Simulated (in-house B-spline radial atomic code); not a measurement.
The numbers below are computed, except where a source is named.
## Making a Troullier-Martins s channel for Cd, r_c = 3.38 bohr

Cd, [Kr] 4d10 5s2, non-relativistic LDA (VWN5), spherical and spin-unpolarised, from a B-spline radial code for spherical atoms (atomic units). The all-electron 5s level is ε = -0.204228 hartree, its outermost node lies just inside 1.11 bohr and its outer maximum at 2.42 bohr.

Inside r_c the pseudo-orbital is u(r) = r^1 exp(p(r)), with p = c0 + c2 r² + c4 r⁴ + … + c12 r¹². The seven coefficients follow from p and its first four derivatives at r_c, from zero curvature of the screened potential at the origin, c4 = −c2²/(2l + 5), and from the norm inside r_c. At r_c the all-electron orbital has P = 0.5286494, P' = -0.1764254, the screened potential V = -0.2456155, V' = 0.156101, V'' = -0.1518803, and the norm inside is Q = 0.6859278.

**Question.** What are p, p' and p'' at r_c?

**Answer.** p = ln(P/r_c^1) = ln(0.5286494/3.38) = -1.85531. p' = P'/P − 1/r_c = -0.33373 − 0.29586 = -0.62959. The radial equation gives p'' = 2(V − ε) − 2(1) p'/r_c − p'² = -0.08277 − (-0.37254) − 0.39638 = -0.10662. Differentiating, p''' = 2V' + 2(1)p'/r_c² − 2(1)p''/r_c − 2p'p'' = 0.13082, and p'''' = 2V'' − 4(1)p'/r_c³ + 4(1)p''/r_c² − 2(1)p'''/r_c − 2p''² − 2p'p''' = -0.21129.

For a trial c2 the five matching conditions are linear in c0, c6, c8, c10 and c12, and c2 is varied until the norm inside r_c equals Q. The root nearest zero gives:

| n | c_n |
| --- | --- |
| 0 | -1.458022 |
| 2 | 0.09331268 |
| 4 | -0.001741451 |
| 6 | -0.004460068 |
| 8 | 0.0005945956 |
| 10 | -3.107385e-05 |
| 12 | 5.994839e-07 |

**Question.** Check c4 and p(r_c), and find the screened pseudopotential at the origin.

**Answer.** −c2²/5 = -0.00174145, as listed. The terms c_n r_c^n are -1.45802, 1.06604, -0.22729, -6.65031, 10.12874, -6.04731, 1.33284, which sum to -1.85531. Inverting the radial equation, V_l(r) = ε + 1 p'/r + (p'' + p'²)/2, so V_l(0) = ε + (2l + 3) c2 = -0.204228 + 3 × (0.0933127) = 0.0757 hartree, finite where the all-electron potential diverges.

Orbitals and screened potentials:

```json
{"r (bohr)": "0.338", "P": "0.1432", "u": "0.07949", "V all-electron": "-48.58", "V pseudo": "0.0745"}
{"r (bohr)": "0.845", "P": "-0.239", "u": "0.2097", "V all-electron": "-7.68", "V pseudo": "0.03316"}
{"r (bohr)": "1.352", "P": "0.243", "u": "0.3632", "V all-electron": "-2.305", "V pseudo": "-0.1454"}
{"r (bohr)": "1.859", "P": "0.552", "u": "0.5221", "V all-electron": "-0.9997", "V pseudo": "-0.4403"}
{"r (bohr)": "2.366", "P": "0.6384", "u": "0.6188", "V all-electron": "-0.5488", "V pseudo": "-0.5814"}
{"r (bohr)": "2.873", "P": "0.6077", "u": "0.6064", "V all-electron": "-0.3504", "V pseudo": "-0.4107"}
{"r (bohr)": "3.38", "P": "0.5286", "u": "0.5286", "V all-electron": "-0.2456", "V pseudo": "-0.2456"}
```

Logarithmic derivatives P'/P at R = 3.68 bohr, for energies E around ε:

```tsv
E − ε (hartree)	all-electron	pseudo
-0.5	0.893674	0.8855
-0.25	0.505233	0.4983
-0.1	0.104117	0.101049
0	-0.384772	-0.384772
0.1	-1.56021	-1.59291
0.25	9.9589	7.03279
0.5	1.43892	1.13521
```
